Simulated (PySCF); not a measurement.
# Correlation energy of I (iodine, neutral)

[Kr] 4d10 5s1 5p6, 2S determinant (an excited configuration). All numbers are calculated (PySCF 2.14, a scalar-relativistic core potential, in aug-cc-pVQZ-PP with ECP28MDF). Frozen: 4s2 4p6 4d10; 7 electrons correlated.

MP2 pair energies summed by pair of shells (mhartree):

```tsv
pair	energy	share (%)
5p-5p	-174.70	88.7
5s-5p	-22.19	11.3
```

Total MP2 correlation energy: -196.88 mhartree.

Same-spin part -34.06 and opposite-spin part -162.83 mhartree; SCS-MP2 scales them by 1/3 and 6/5 to -206.75 mhartree.
